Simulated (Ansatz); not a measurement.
Isolated molecules relaxed with PBE0-D4/def2-TZVP in Ansatz; ΔE leaves out vibrations. CCSD(T)/CBS adds triple-zeta CCSD(T) − MP2 to the extrapolated MP2 energy (def2 sets, frozen cores). For Ge outer-core shells are correlated without core-valence functions, which leaves a few kJ/mol of doubt a bond. Scalar relativity is left out up to krypton. Each species was taken in one conformer, which may not be the lowest.

Reaction (ligand exchange at the Si–N bond): `[SiH3]/N=[C]1/[CH2][GeH2]1` + `S[SiH2]Cl` → `[SiH3]S[SiH2]Cl` + `N=[C]1[CH2][GeH2]1`

```json
{"species": "`[SiH3]/N=[C]1/[CH2][GeH2]1`", "HF/CBS(def2) energy (Eh)": "-2498.60660"}
{"species": "`S[SiH2]Cl`", "HF/CBS(def2) energy (Eh)": "-1147.86720"}
{"species": "`[SiH3]S[SiH2]Cl`", "HF/CBS(def2) energy (Eh)": "-1438.00831"}
{"species": "`N=[C]1[CH2][GeH2]1`", "HF/CBS(def2) energy (Eh)": "-2208.46718"}
```

Work out ΔE.

ΔE = (-1438.00831) + (-2208.46718) − (-2498.60660) − (-1147.86720) = -0.00169 Eh = -4.4 kJ/mol. CCSD(T)/CBS gives -11.8 kJ/mol.

Largest T1 diagnostic among the species: 0.014.

From PBE to PBE0 (25 % exact exchange), in def2-TZVPP and without D4, ΔE moves by −3.3 kJ/mol. The D4 term adds −3.7 kJ/mol with B3LYP and −1.8 kJ/mol with PBE0; it sums over pairs of atoms, weighted by their polarisabilities, and B3LYP, whose exchange is more repulsive, gets the larger term.

B3LYP here is the variant with VWN-RPA as its local correlation; programs differ in this.
